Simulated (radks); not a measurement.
The numbers below are computed, except where a source is named.
Ionisation of the rhodium ion Rh+, [Kr] 4d8, to [Kr] 4d7 as the strength of local exchange is varied. Level of theory: scalar-relativistic Kohn-Sham, Slater X-alpha exchange (alpha = 2/3 is LDA exchange), no correlation, spin-unpolarised, spherical densities, point nucleus (a radial shooting solver on a logarithmic mesh with Libxc functionals).

| alpha | E(Rh+) (hartree) | exchange (hartree) | IE (eV) | -e of the level emptied (eV) | <r> of it (bohr) |
|---|---|---|---|---|---|
| 0.609 | -4763.82761 | -117.92605 | 17.456 | 11.742 (4d) | 1.587 |
| 0.624 | -4766.73841 | -120.90546 | 17.684 | 11.938 (4d) | 1.581 |
| 0.644 | -4770.62228 | -124.88359 | 17.991 | 12.203 (4d) | 1.572 |
| 0.667 | -4775.09269 | -129.46632 | 18.349 | 12.512 (4d) | 1.562 |
| 0.864 | -4813.55621 | -169.06281 | 21.599 | 15.363 (4d) | 1.485 |

NIST Atomic Spectra Database: 18.080 eV (semi-empirical). The Delta-SCF value meets it near alpha = 0.65. Spin polarisation and multiplet splitting are left out, so open shells lie too high by an amount that depends on their filling.

Beside tabulated values, note that spin-unpolarised runs miss the spin-polarisation part of the exchange energy of open shells.
